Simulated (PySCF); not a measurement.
Assigning NMR signals

Bonds (- single, = double, # triple, : aromatic): C1=C2, C2-P3, P3-C4, P3-C5, P3-C6, P3-C7, C7=C8. C1 carries H9, H10; C2 carries H11; C4 carries H12, H13, H14; C5 carries H15, H16, H17; C6 carries H18, H19, H20; C7 carries H21; C8 carries H22, H23. H10, H23 are cis to P3; H9, H22 are trans to P3.

A single conformation, non-relativistic Hamiltonian, no solvent model, one averaged value for each set of equivalent atoms. NMR shieldings at PBE0/pcSseg-1/GIAO; PBE0-D3(BJ)/def2-SVP structure; PySCF 2.14.

Chemical shifts δ = σref − σ; 13C (184.41 ppm) and 1H (31.27 ppm) vs TMS, all at this level.

(1) Assign these signals to the numbered atoms. 13C{1H} NMR (computed): δ 151.1, 127.6, 33.5, 32.0, 28.0.

(2) Assign these signals to the numbered atoms. 1H NMR (300 MHz, computed): δ 6.60 (m, 2H), 5.91 (m, 2H), 5.81 (m, 2H), 1.48 (m, 3H), 0.48 (m, 3H), 0.11 (m, 3H).

Results:

(1) 
| δ (ppm) | atoms | environment | reason |
| --- | --- | --- | --- |
| 151.1 | C2/C7 | alkene CH | the olefinic region |
| 127.6 | C1/C8 | terminal =CH2 carbon | as expected for a trigonal carbon in a double bond |
| 33.5 | C6 | methyl carbon bonded to P | – |
| 32.0 | C4 | methyl carbon bonded to P | – |
| 28.0 | C5 | methyl carbon bonded to P | – |

C6 and C4 lie closer than the usual error of such a calculation, so a measured spectrum could show them in the other order.

(2) 
6.60 → H11/H21, hydrogen on an alkene CH: a vinylic proton, deshielded by the sp2 carbon and the C=C anisotropy
5.91 → H9/H22, hydrogen on a terminal =CH2 carbon: olefinic region
5.81 → H10/H23, hydrogen on a terminal =CH2 carbon
1.48 → H15/H16/H17, hydrogen on a methyl carbon bonded to P
0.48 → H12/H13/H14, hydrogen on a methyl carbon bonded to P
0.11 → H18/H19/H20, hydrogen on a methyl carbon bonded to P

H9/H22 and H10/H23 lie closer than the usual error of such a calculation, so a measured spectrum could show them in the other order.

Splittings by 31P in the carbon and heteronuclear signals aren't shown, as no couplings were computed. Shifts are as computed. Against solution values, carbons near 30 ppm lie about +2 ppm off and those near 130 ppm about +5 ppm. Of 1211 compounds with measured shifts, 218 miss one by over three times the rms of a fit or turn the order of signals round; such compounds aren't used in these exercises. Multiplicities follow the n + 1 count of equivalent neighbours, as no J values were calculated; m marks all less simple cases, F and P coupling included.
